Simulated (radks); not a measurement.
Task: Species: La3+. Configuration: [Kr] 4d10 5s1.75 5p6 6p0.25 (fractional occupations, a model configuration). Method: Dirac Kohn-Sham, BLYP, spin-unpolarised, spherical densities, finite nucleus; open shells are shared between the two j in proportion to 2j + 1; Fermi nuclear charge, rms radius 4.855 fm; computed with a radial shooting solver on a logarithmic mesh with Libxc functionals. Some entries of the table are withheld. Estimate them.

orbital       occ.  eigenvalue (eV)  <1/r> (bohr^-1)
1s1/2            2        -38746.14            62.01
2s1/2            2        -6187.040            14.59
2p1/2            2        -5837.177            14.57
2p3/2            4        -5423.881            13.25
3s1/2            2        -1342.986            5.253
3p1/2            2        -1195.390            5.166
3p3/2            4        -1114.855            4.837
3d3/2            4        -856.0871            4.700
3d5/2            6        -838.8536            4.616
4s1/2            2        -291.0629            2.173
4p1/2            2              (1)            2.069
4p3/2            4              (2)            1.962
4d3/2            4        -130.4777            1.743
4d5/2            6        -127.4930            1.717
5s1/2         1.75         -62.9232           0.8679
5p1/2            2         -47.7460           0.7751
5p3/2            4         -45.0368           0.7392
5d3/2            0         -24.4569              (3)
5d5/2            0         -24.1552              (4)
6s1/2            0         -21.2753           0.3767
6p1/2    0.0833333         -17.2094           0.3321
6p3/2     0.166667         -16.6504           0.3219

Result: 
(1) 4p1/2 eigenvalue (eV): -236.7460
(2) 4p3/2 eigenvalue (eV): -219.5668
(3) 5d3/2 <1/r> (bohr^-1): 0.5444
(4) 5d5/2 <1/r> (bohr^-1): 0.5375
